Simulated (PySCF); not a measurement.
Compound: C2H6ClF2Si2 (charge +1).
Structure used (GFN2-xTB), in Å, numbered top down from 1:
```
atom  x, y, z in Å
C1    -1.473   -1.496   -0.165
Si2   -0.013   -0.311    0.029
Si3    2.381    0.045   -0.060
Cl4    3.297   -1.669    0.364
C5    -0.893    1.428    0.279
F6    -1.524    1.709   -0.888
F7     0.069    2.370    0.448
H8    -1.177   -2.502   -0.463
H9    -2.172   -1.120   -0.921
H10   -2.040   -1.588    0.767
H11    2.570    0.495   -1.441
H12    2.595    1.091    0.945
H13   -1.626    1.549    1.089
```

Method used: TDDFT wB97X-D/def2-SVPD, vertical, gas phase, core orbitals frozen in the response in PySCF.

Broadening: Gaussians 0.4 eV wide at half height, area fixed by f = 4.319×10⁻⁹ ∫ε dν̃. The cross-section is σ = 3.8235×10⁻²¹ ε cm², given in Mb (10⁻¹⁸ cm²). The width is an assumption, not a result. The curve ends short of the highest state used, and states not computed would add to its high-energy end.

(E (eV), σ (Mb)): (2.55, 0.00), (2.71, 0.01), (2.87, 0.07), (3.02, 0.21), (3.18, 0.28), (3.33, 0.16), (3.49, 0.04), (3.65, 0.01), (3.80, 0.07), (3.96, 0.35), (4.11, 0.69), (4.27, 0.63), (4.43, 0.57), (4.58, 1.14), (4.74, 1.53), (4.89, 0.93), (5.05, 0.23), (5.21, 0.03), (5.36, 0.02), (5.52, 0.09), (5.67, 0.30), (5.83, 1.63), (5.99, 6.99), (6.14, 13.33)

(1) Where are the band maxima, and which computed states make them?

(2) Coming from long wavelengths, where does ε first pass 100 L mol⁻¹ cm⁻¹?

(3) Does any computed singlet lie in the visible range?

(4) On this curve, what absorbance would a 10⁻³ mol/L sample give at 365 nm over a 1 cm path?

## Answers

(1) 393 nm (3.15 eV), ε about 73, made up of S1 (100%); 298 nm (4.17 eV), ε about 190, made up of S2 (99%); 263 nm (4.72 eV), ε about 400, made up of S3 (100%) (ε in L mol⁻¹ cm⁻¹; maxima over ε = 5, shares over 10%). At its high-energy end, 6.14 eV, the curve is still rising (ε about 3500, from S5). The states used: S1 3.15 eV (f 0.0011); S2 4.16 eV (f 0.0028); S3 4.72 eV (f 0.0060); S4 5.73 eV (f 0.0007); S5 6.19 eV (f 0.053); S6 6.38 eV (f 0.0011); S7 6.56 eV (f 0.0046); S8 6.74 eV (f 0.019).

(2) At about 312 nm (3.97 eV), 0.82 eV above S1.

(3) S1 lies in the visible range (380 to 750 nm), at 393 nm, f = 0.0011; light of that wavelength is violet, and its complementary colour is yellow-green; a Tamm–Dancoff triplet lies at 462 nm, without intensity as long as spin–orbit coupling is left out.

(4) 365 nm is 3.397 eV, where ε is about 26 L mol⁻¹ cm⁻¹, so A = ε c l ≈ 0.026 (Beer–Lambert, with the gas-phase spectrum and the assumed width).

One conformer stands for the species.
